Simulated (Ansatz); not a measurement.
`C[SiH](C)C#N` + `BN` → `BN[SiH](C)C` + `C#N` at 700 K and 1 bar (ligand exchange at the Si–C bond).

Computed with Ansatz on PBE0-D4/def2-TZVP structures; ΔE is electronic, products minus reactants. CCSD(T)/CBS is the MP2 limit (def2-TZVPP, def2-QZVPP) plus CCSD(T) − MP2 in def2-TZVPP, frozen cores. This one scheme is used for every species. One conformer a species, not always the lowest.

```
       species  CCSD(T)/CBS energy (Eh)  H − E (kJ/mol)  S (J/(mol·K))
`C[SiH](C)C#N`               -462.17463           323.5          478.2
          `BN`                -81.93499           163.7          282.2
 `BN[SiH](C)C`               -450.78732           417.0          518.4
         `C#N`                -93.32098            68.7          235.2
```

H − E and S are ideal-gas, rigid-rotor, harmonic terms from PBE0-D4/def2-TZVP, for one conformer and one mirror image of each species. 1 Eh = 2625.50 kJ/mol, R = 8.31446 J/(mol·K).

Task: By hand: ΔE, ΔH, ΔS and ΔG.

Result: ΔE = (-450.78732) + (-93.32098) − (-462.17463) − (-81.93499) = 0.00132 Eh = 3.5 kJ/mol. Δ(H − E) = 417.0 + 68.7 − 323.5 − 163.7 = -1.5, so ΔH = 2.0 kJ/mol. ΔS = 518.4 + 235.2 − 478.2 − 282.2 = -6.8 J/(mol·K). ΔG = 2.0 − 700 × (-6.8)/1000 = 6.8 kJ/mol.

Task: By hand: the equilibrium constant, and the temperature at which ΔG would vanish if ΔH and ΔS stayed fixed.

Result: log₁₀ K = −ΔG/(RT ln 10) = -0.5. ΔH and −TΔS have one sign here, so there is no such temperature.

TΔS isn't small against ΔH here. A doubt of 5 kJ/mol in ΔE shifts log₁₀ K by 0.4 here. Other conformers and mirror images would add mixing entropy, several J/(mol·K) or more a flexible species. Modes under 60 cm⁻¹, often nearly free rotors, make the harmonic entropy too high. These are equilibria of isolated gas molecules and say nothing of rates. Largest T1 diagnostic: 0.014 (customary marks: 0.02 for closed shells, 0.045 for open ones).

ΔS is within the doubt of such terms, so its sign, and with it that verdict, could turn.
